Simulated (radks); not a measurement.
Values are calculated unless marked as measured or tabulated.
Ionisation of the mercury ion Hg2+, [Xe] 4f14 5d10, to [Xe] 4f14 5d9 as the strength of local exchange is varied. Level of theory: Dirac Kohn-Sham, Slater X-alpha exchange (alpha = 2/3 is LDA exchange), no correlation, spin-unpolarised, spherical densities, finite nucleus; Fermi nuclear charge, rms radius 5.4648 fm (a radial shooting solver on a logarithmic mesh with Libxc functionals).

alpha  E(Hg2+) (hartree)  exchange (hartree)  IE (eV)  -e of the level emptied (eV)  <r> of it (bohr)
0.554        -19577.4642           -293.1157   31.202                24.735 (5d5/2)             1.507
0.667        -19637.3477           -354.0411   33.413                26.780 (5d5/2)             1.475
0.795        -19705.4133           -423.5184   36.027                29.213 (5d5/2)             1.441
0.912        -19767.8456           -487.4562   38.518                31.545 (5d5/2)             1.412
0.953        -19789.7724           -509.9591   39.413                32.386 (5d5/2)             1.402

NIST Atomic Spectra Database: 34.49 eV (measured). The Delta-SCF value meets it near alpha = 0.72. Spin polarisation and multiplet splitting are left out, so open shells lie too high by an amount that depends on their filling.

Beside tabulated values, note that spin-unpolarised runs miss the spin-polarisation part of the exchange energy of open shells.
